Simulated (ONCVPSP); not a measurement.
**What one change does to a pseudopotential (Ti, ONCV)**

- Element: titanium (Ti)
- Generator: ONCVPSP 4.0.1
- Type: optimised norm-conserving Vanderbilt (ONCV)
- Functional: PBEsol
- Relativity: scalar-relativistic
- Frozen core: [Ne]
- Valence charge: 12
- Reference configuration: 3s2 3p6 3d2 4s2
- Partial waves: 3s+4s: rc 2.00 bohr, ncon 4, nbas 8, qcut 6.3 1/bohr, 2 projectors; 3p: rc 1.35 bohr, ncon 4, nbas 9, qcut 8.3 1/bohr, 2 projectors, debl 1.9 Ha; 3d: rc 1.35 bohr, ncon 4, nbas 8, qcut 13.9 1/bohr, local
- Local potential: the d channel
- Core correction: polynomial model core, fcfact 0.55

Change: d: rc 1.16.

Cutoffs: the cutoffs (Ha) at which the residual kinetic energy of the hardest occupied pseudo-wave falls to 1 and 0.1 mHa per electron; they do not see the model core or the augmentation charge, which bear on the density cutoff. Errors are all-electron minus pseudo energies relative to the spin-unpolarised reference configuration.

Question: Predict the effect on cutoff, ghosts and configuration errors.

Answer: The potential gets harder (56 Ha and 67 Ha → 64 Ha and 75 Ha); of the 4 tests that both files solve, the error grows in 1 and shrinks in 0 by more than 15 % and 0.3 meV (median size 1.8 → 2.2 meV); neither file shows a bound ghost. A smaller radius makes the pseudo-wave follow the all-electron one further in, where it bends more sharply, so more plane waves are needed.

| quantity | base | changed |
| --- | --- | --- |
| cutoff, loose | 56 Ha | 64 Ha |
| cutoff, tight | 67 Ha | 75 Ha |
| loose cutoff by channel | s 7.7 Ha, p 20 Ha, d 56 Ha | s 7.7 Ha, p 20 Ha, d 64 Ha |
| bound ghosts | none | none |
| GHOST(+) flags under 300 eV | s at 97.9 eV | s at 82.6 eV |
| error for 3s2 3p6 3d2 4s1, meV [ΔE 7.36 eV] | -0.6 | -0.5 |
| error for 3s2 3p6 3d2 4s0, meV [ΔE 20.83 eV] | -2.5 | -2.2 |
| error for 3s2 3p6 3d1 4s0, meV [ΔE 47.73 eV] | -1.1 | -2.2 |
| error for 3s1 3p6 3d2 4s2, meV [ΔE 69.47 eV] | -310 | -291 |
| s: phases at 2.03 bohr within 0.05 rad from the reference energy up to (Ha; the scan ends near 5) | 3.1 | 2.5 |
| p: phases at 1.37 bohr within 0.05 rad from the reference energy up to (Ha; the scan ends near 5) | 4.0 | to the end of the scan |
| rms error of d²Exc/dni dnj with the model core, mHa | 1.24 | 1.20 |
